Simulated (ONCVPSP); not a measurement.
An all-electron radial function and its pseudo partner (rubidium)

Columns: radius, all-electron u(r) and pseudo u(r) of the 4p shell (level -16.03 eV) of rubidium in the configuration [Ar] 3d10 4s2 4p6 5s1; LDA (Perdew-Wang 92), scalar-relativistic, ONCV scheme, ONCVPSP 4.0.1.

```csv
r (bohr),all-electron,pseudo
0.125,0.2095,0.0170
0.250,-0.2205,0.0664
0.375,-0.4071,0.1436
0.500,-0.2881,0.2415
0.625,-0.0353,0.3514
0.750,0.2327,0.4638
0.875,0.4611,0.5698
1.000,0.6321,0.6619
1.125,0.7464,0.7345
1.250,0.8119,0.7846
1.375,0.8385,0.8112
1.500,0.8361,0.8156
1.625,0.8128,0.8002
1.750,0.7756,0.7693
1.875,0.7296,0.7271
2.000,0.6788,0.6780
2.125,0.6259,0.6258
2.250,0.5731,0.5731
2.375,0.5218,0.5218
2.500,0.4727,0.4727
2.625,0.4266,0.4266
2.750,0.3836,0.3836
2.875,0.3441,0.3441
3.000,0.3079,0.3079
3.125,0.2749,0.2749
3.250,0.2450,0.2450
```

Problem. How many radial nodes do the two functions have?

Solution. The all-electron 4p function has n − l − 1 = 2; the pseudo-wave has 0, since the states of the same l below it are removed with the core.

Problem. At about which radius was the pseudo-wave matched?

Solution. 2.50 bohr. The columns agree to 0.0005 from 2.12 bohr on; several derivatives are matched, so the curves merge somewhat inside the radius.

Problem. Is the pseudo-wave norm-conserving?

Solution. Yes: the ONCV scheme keeps the norm inside the radius equal to the all-electron one, which fixes the energy derivative of the logarithmic derivative at the level.
